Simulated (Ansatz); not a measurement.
Input (CCSDT(Q)/def2-QZVPP; Ansatz, a quantum-chemistry and plane-wave program): A basis named .json is the Basis Set Exchange file of that set.

Ansatz 0.2 input:
```yaml
crystal:
  periodic: [false, false, false]
  atoms:
    - {symbol: Cs, position_ang: [-0.00000000, -0.00000000, -1.22009712]}
    - {symbol: Br, position_ang: [0.00000000, 0.00000000, 1.91729547]}
basis:
  gaussian:
    orbitals: def2-QZVPP.json
magnetization: {spin_polarized: false}
correlation: {method: ccsdt_q, electrons: outside_noble_gas}
```

Output:

```
Functional definition: HF
integrals: 0.57 GiB planned
1687 factors; integrals over basis functions are off by at most 1.9e-7 eV
mean field: 0.81 GiB planned
mean field evaluation 1: about -70542.2997 eV, gradient 1.6e1 eV
mean field evaluation 2: about -70542.3211 eV, gradient 1.6e1 eV
mean field evaluation 4: about -70543.2990 eV, gradient 1.7e0 eV
mean field evaluation 8: about -70543.3052 eV, gradient 3.5e-4 eV
mean field evaluation 16: about -70543.2743 eV, gradient 1.7e0 eV
mean field -70543.30524718 eV, -2592.4186518641 hartree, gradient 3.0e-6 eV, S^2 0.000000; 0 other end points of the search recorded, 0 dependent functions left out
18 core orbitals not correlated, not the lowest: weight in the atoms' cores, before any rotation towards them, 0.954 or more for the frozen orbitals, at most 0.039 for the correlated occupied ones
reference -70543.30524718 eV, -2592.4186518641 hartree; 4, 4 occupied and 129, 129 virtual orbitals, 1687 factors
second order -5.14905225 eV of doubles, -0.00000000 eV of singles
coupled cluster: 2.45 GiB planned
cycle   1  -5.43626988 eV  change   -2.9e-1 eV  update   5.4e-2
cycle   2  -5.68609724 eV  change   -2.5e-1 eV  update   2.2e-2
cycle   3  -5.78036269 eV  change   -9.4e-2 eV  update   8.2e-3
cycle   4  -5.76956577 eV  change    1.1e-2 eV  update   2.9e-3
cycle   5  -5.76918074 eV  change    3.9e-4 eV  update   1.3e-3
cycle   6  -5.76988729 eV  change   -7.1e-4 eV  update   6.2e-4
cycle   7  -5.76981482 eV  change    7.2e-5 eV  update   1.7e-4
cycle   8  -5.76971155 eV  change    1.0e-4 eV  update   1.1e-4
cycle   9  -5.76970321 eV  change    8.3e-6 eV  update   4.0e-5
cycle  10  -5.76973219 eV  change   -2.9e-5 eV  update   2.2e-5
cycle  11  -5.76973651 eV  change   -4.3e-6 eV  update   9.7e-6
cycle  12  -5.76973526 eV  change    1.3e-6 eV  update   5.6e-6
cycle  13  -5.76973261 eV  change    2.6e-6 eV  update   2.4e-6
cycle  14  -5.76973107 eV  change    1.5e-6 eV  update   1.6e-6
cycle  15  -5.76973100 eV  change    7.2e-8 eV  update   5.8e-7
perturbative correction -0.00856090 eV, -0.0003146072 hartree
Total energy: -70549.08353907 eV, -2592.6310001746 hartree
```
